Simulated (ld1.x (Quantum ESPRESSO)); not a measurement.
Values are calculated unless marked as measured or tabulated.
Pseudopotentials across the periodic table

Generated with ld1.x 7.5 (TM, RRKJ, ultrasoft, PAW), atompaw 4.2 or ONCVPSP 4.0.1. The cutoff is in Ry: for ld1.x and atompaw files where the sum of valence levels is converged to 10 mRy in a Bessel basis, for ONCV files where the hardest occupied wave has 1 mHa per electron of residual kinetic energy. The error is the largest all-electron minus pseudo excitation energy over each file’s own four to seven test configurations (ionisations up to +4, promotions, holes and added fractions of an electron), all of which were solved. The labels leave out finer settings (local radius, basis sizes, second energies), which also bear on the numbers. Spin-polarised tests are not counted. The rows are a selection from randomly drawn settings: files with unsolved tests, undetermined cutoffs or missed reference levels are left out.

A true bound ghost makes a file unfit for plane-wave use even where its test errors are small: the radial tests pick states by their node count and pass the ghost by.

```csv
element,potential,cutoff (Ry),largest error (meV),bound ghosts
O,"ultrasoft, PBE, scalar-relativistic, rc 0.95/1.35 (sp), local smoothed, core correction yes, reference 2s1.75 2p4.25",40,+93,none
Ne,"RRKJ, LDA (PZ), scalar-relativistic, rc 0.70/1.16 (sp), local p, core correction yes, reference 2s2 2p6",230,+902,none
Rh,"TM semilocal, LDA (PZ), scalar-relativistic, rc 1.85/3.75/1.45 (spd), local d, core correction yes, reference 4d8 5s0.5 5p0.5",60,-46,none
Te,"TM, PBE, scalar-relativistic, rc 1.40/1.75/1.34 (spd), local smoothed, core correction no, reference 4d10 5s2 5p2",110,-362,"s, p"
Te,"TM semilocal, PBE, scalar-relativistic, rc 1.45/1.85/1.75 (spd), local s, core correction yes, reference 5s2 5p3.5",55,-179,none
W,"TM, PBE, scalar-relativistic, rc 2.00/2.90/2.30 (spd), local p, core correction yes, reference 5d4 6s1.5 6p0.5",30,-971,none
```

**Question.** Fill in the row for Ta: TM, PBE, scalar-relativistic, rc 2.15/3.05/2.90 (spd), local d, core correction yes, reference 5d3 6s2 6p0.

**Answer.** cutoff 21 Ry, largest error -753 meV, bound ghosts: s.
